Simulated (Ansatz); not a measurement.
# InNH3 (SMILES [NH2][InH]): the energy to break a bond

InNH3 has 5 atoms, charge 0, and is taken as a doublet. SMILES: `[NH2][InH]`. Geometry: optimised at wB97X-V/def2-SVP. This is one conformer, not always the lowest.

```csv
atom,x (Å),y (Å),z (Å)
N,-0.1783,-0.7750,0.1637
In,0.8160,0.9833,0.3417
H,-0.9169,-0.9477,-0.5130
H,-0.0156,-1.5951,0.7388
H,0.3447,2.2606,-0.7727
```

Wanted: the dissociation energy of the H3–N1 bond into doublet H and singlet InNH2 (shapes relaxed at wB97X-V/def2-SVP, no zero-point term). 1 Eh = 2625.50 kJ/mol = 27.2114 eV. Totals in Eh; open shells run unrestricted unless said.

| level | program | InNH3 | doublet H | singlet InNH2 |
| --- | --- | --- | --- | --- |
| UHF/def2-TZVPP (core potential) | Ansatz | -245.404446 | -0.499810 | -244.747935 |
| UPBE/def2-TZVPP (core potential) | Ansatz | -246.612819 | -0.499616 | -245.981643 |
| UB3LYP/def2-TZVPP (core potential) | Ansatz | -246.753571 | -0.502154 | -246.109405 |

Problem. Work out the dissociation energy at each level.

Solution. 
1. UHF/def2-TZVPP (core potential): (-0.499810) + (-244.747935) − (-245.404446) = 0.156701 Eh = 411.4 kJ/mol = 4.26 eV.
2. UPBE/def2-TZVPP (core potential): (-0.499616) + (-245.981643) − (-246.612819) = 0.131560 Eh = 345.4 kJ/mol = 3.58 eV.
3. UB3LYP/def2-TZVPP (core potential): (-0.502154) + (-246.109405) − (-246.753571) = 0.142012 Eh = 372.9 kJ/mol = 3.86 eV.

The levels span 345 to 411 kJ/mol; no measured value is set beside them. A fragment with an even electron count was run as a singlet and may have a lower triplet. A bond enthalpy at 298 K also holds the loss of zero-point energy and thermal terms.
